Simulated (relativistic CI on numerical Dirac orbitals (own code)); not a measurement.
Level scheme of Kr5+

These numbers are calculated, not measured: Dirac-Coulomb-Breit CI, separate exchange-only KLI orbitals for each configuration, QED by a radiative potential, valence Slater integrals scaled by 0.85, P86 correlation estimate, and configurations built on the next ion tied to the tabulated ionisation energy (semi-empirical) (own radial code, finite nucleus).

Configuration list (outside the closed core [Ar] 3d10): 4s2 4p, 4s2 4d, 4s2 5s, 4s2 5p, 4s2 5d, 4s2 6s, 4s2 4f, 4s2 5f, 4s 4p2, 4p3, 4s 4p 4d, 4s 4p 4f, 4p 4d2, 4p2 4d, 4s 4p 5s, 4s 4d2, 4s2 6p, 4s 4p 5p, 4s2 5g, 4p 4f2, 4s2 6d, 4p2 4f, 4s2 6f, 4s 4p 5d. Levels of other configurations are missing.

The lowest level is 4s2 4p 2P°_1/2, with 98 % of that term; Hund's rules for 4s2 4p give 2P° with J = 1/2, in agreement.

| No. | Configuration | Term | J | E (cm⁻¹) | % | Landé g | Lifetime (s) |
| --- | --- | --- | --- | --- | --- | --- | --- |
| 1 | 4s2 4p | 2P° | 1/2 | 0 | 98 | 0.666 |  |
| 2 | 4s2 4p | 2P° | 3/2 | 7910 | 98 | 1.334 | 2.25e-01 |
| 3 | 4s 4p2(3P)‡ | 4P | 1/2 | 106653 | 99 | 2.662 | 6.12e-08 |
| 4 | 4s 4p2(3P)‡ | 4P | 3/2 | 109903 | 99 | 1.732 | 3.40e-07 |
| 5 | 4s 4p2(3P)‡ | 4P | 5/2 | 114070 | 98 | 1.594 | 8.85e-08 |
| 6 | 4s 4p2(1D)‡ | 2D | 3/2 | 140058 | 89 | 0.805 | 8.46e-10 |
| 7 | 4s 4p2(1D)‡ | 2D | 5/2 | 141087 | 88 | 1.208 | 1.08e-09 |
| 8 | 4s 4p2(1S)‡ | 2S | 1/2 | 167686 | 82 | 1.797 | 1.27e-10 |
| 9 | 4s 4p2(3P)‡ | 2P | 1/2 | 178979 | 82 | 0.879 | 6.05e-11 |
| 10 | 4s 4p2(3P)‡ | 2P | 3/2 | 182719 | 96 | 1.330 | 5.33e-11 |
| 11 | 4s2 4d | 2D | 3/2 | 218184 | 89 | 0.800 | 3.80e-11 |
| 12 | 4s2 4d | 2D | 5/2 | 219035 | 89 | 1.200 | 4.06e-11 |
| 13 | 4s2 5s | 2S | 1/2 | 276699 | 99 | 2.002 | 5.13e-11 |
| 14 | 4p3‡ | 2D° | 3/2 | 276715 | 63 | 0.949 | 2.60e-10 |
| 15 | 4p3‡ | 2D° | 5/2 | 278602 | 75 | 1.200 | 4.44e-10 |
| 16 | 4p3‡ | 4S° | 3/2 | 279946 | 86 | 1.849 | 6.35e-11 |
| 17 | 4p3‡ | 2P° | 1/2 | 303626 | 83 | 0.666 | 1.33e-10 |
| 18 | 4p3‡ | 2P° | 3/2 | 305277 | 75 | 1.336 | 1.36e-10 |
| 19 | 4s 4p 4d‡ | 4F° | 3/2 | 311445 | 98 | 0.405 | 4.59e-09 |
| 20 | 4s 4p 4d‡ | 4F° | 5/2 | 313116 | 98 | 1.032 | 3.39e-09 |
| 21 | 4s 4p 4d‡ | 4F° | 7/2 | 315612 | 98 | 1.240 | 3.19e-09 |
| 22 | 4s 4p 4d‡ | 4F° | 9/2 | 319163 | 100 | 1.334 | 8.39e-01 |
| 23 | 4s2 5p | 2P° | 1/2 | 325570 | 98 | 0.666 | 2.23e-10 |
| 24 | 4s2 5p | 2P° | 3/2 | 328013 | 98 | 1.334 | 2.14e-10 |
| 25 | 4s 4p 4d‡ | 4P° | 5/2 | 330881 | 72 | 1.529 | 4.75e-11 |
| 26 | 4s 4p 4d‡ | 4P° | 3/2 | 332243 | 50 | 1.462 | 3.96e-11 |
| 27 | 4s 4p 4d‡ | 4D° | 1/2 | 333275 | 78 | 0.565 | 3.35e-11 |
| 28 | 4s 4p 4d‡ | 4P° | 1/2 | 336750 | 79 | 2.105 | 4.52e-11 |
| 29 | 4s 4p 4d‡ | 4D° | 3/2 | 337309 | 51 | 1.456 | 3.86e-11 |
| 30 | 4s 4p 4d‡ | 4D° | 7/2 | 337447 | 98 | 1.425 | 3.20e-11 |
| 31 | 4s 4p 4d‡ | 4D° | 5/2 | 337608 | 76 | 1.414 | 3.44e-11 |
| 32 | 4s 4p 4d‡ | 2D° | 3/2 | 342399 | 80 | 0.815 | 4.61e-11 |
| 33 | 4s 4p 4d‡ | 2D° | 5/2 | 342695 | 74 | 1.211 | 4.80e-11 |
| 34 | 4s 4p 4d‡ | 2F° | 5/2 | 351163 | 91 | 0.872 | 1.17e-10 |
| 35 | 4s2 4f | 2F° | 7/2 | 355472 | 55 | 1.144 | 3.19e-10 |
| 36 | 4s2 4f | 2F° | 5/2 | 356581 | 62 | 0.858 | 5.29e-11 |
| 37 | 4s 4p 4d‡ | 2F° | 7/2 | 358047 | 89 | 1.144 | 4.03e-11 |
| 38 | 4s 4p 4d‡ | 2P° | 3/2 | 373611 | 80 | 1.313 | 3.37e-11 |
| 39 | 4s 4p 4d‡ | 2P° | 1/2 | 376770 | 86 | 0.665 | 3.66e-11 |
| 40 | 4s 4p 5s‡ | 4P° | 1/2 | 392268 | 98 | 2.636 | 7.37e-11 |
| 41 | 4s 4p 4d‡ | 2D° | 3/2 | 392624 | 80 | 0.849 | 2.16e-11 |
| 42 | 4s 4p 4d‡ | 2P° | 1/2 | 393742 | 92 | 0.675 | 2.84e-11 |
| 43 | 4s 4p 4d‡ | 2D° | 5/2 | 393827 | 86 | 1.193 | 2.10e-11 |
| 44 | 4s 4p 5s‡ | 4P° | 3/2 | 394709 | 67 | 1.584 | 5.10e-11 |
| 45 | 4s 4p 4d‡ | 2P° | 3/2 | 395170 | 62 | 1.442 | 3.50e-11 |

Energies count from the lowest computed level; ° marks odd parity; lifetimes are radiative, by E1, M1, E2 decay to levels of this space only. Percentages are summed over parent terms; the parents shown are those of the largest component, closed shells are left out there. ‡ marks configurations that were not tied to measured data.

The mean weight of the leading LS term, summed over parents, in these 45 levels is 84 %, and that of the leading jj configuration (from the same eigenvectors) 66 %, so LS coupling describes them better.

Configurations that consist of the next ion and one excited electron were tied to the tabulated ionisation energy; Rydberg ones are usually within 1,000 to 3,000 cm⁻¹ and the lowest ones within about 6,000 (9,000 in d shells), while levels on excited terms of the next ion carry the error of that term, and the other configurations can be misplaced by 10,000 cm⁻¹ or more. Rates follow the energies as ν³ (E1, M1) or ν⁵ (E2), so rates, branching and lifetimes can be off by large factors. 39 of the 43 excited levels that our extract of the measured tables holds in this range could be paired (the sources list more); they are missed by 1261 cm⁻¹ on average and 4005 at most, and levels without a partner can miss by more.

LS names give the leading component of a level, which can be under half, so a name can repeat, a term be missing and a line seem to break the LS rules.
